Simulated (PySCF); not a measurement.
C5H7NS.
Cartesian coordinates in Å at the GFN2-xTB level; atoms count from 1:
```xyz
14
C5H7NS angstrom
S     -2.564    0.466   -1.068
C     -1.605   -0.514    0.180
N     -0.214   -0.265    0.130
C      0.677   -0.880   -0.700
C      1.909   -0.331   -0.498
C      1.764    0.669    0.488
C      0.447    0.692    0.845
H     -2.230    1.658   -0.581
H     -1.827   -1.553   -0.067
H     -2.007   -0.268    1.164
H      0.361   -1.659   -1.366
H      2.818   -0.611   -0.993
H      2.540    1.293    0.883
H     -0.070    1.303    1.560
```

Mayer bond orders were computed from the PBE0/pcSseg-1 density (PySCF). Isolated species at its GFN2-xTB geometry (one conformer only).

Question: The orders 0.95, 1.04, 1.11, 1.35, 1.53 belong to the bonds S1–C2, C2–N3, C4–C5, C5–C6, C7–N3, in another order. Match them.

Answer: C2–N3 0.95; S1–C2 1.04; C7–N3 1.11; C5–C6 1.35; C4–C5 1.53.

Question: Set the orders of all bonds between heavy atoms beside their lengths and the difference of the Mulliken charges at their ends.

Answer: 
```
 bond  Mayer order  length (Å)  q(first) − q(second) (e)
C6–C7        1.531       1.365                    -0.318
C4–C5        1.530       1.364                    +0.345
C5–C6        1.347       1.412                    -0.003
N3–C4        1.117       1.364                    -0.736
C7–N3        1.111       1.365                    +0.712
S1–C2        1.039       1.855                    -0.003
C2–N3        0.953       1.414                    +0.445
```

For a closed shell the Mayer order of atoms A and B is Σ (PS)μν (PS)νμ over the basis functions μ on A and ν on B, with P the density and S the overlap matrix.
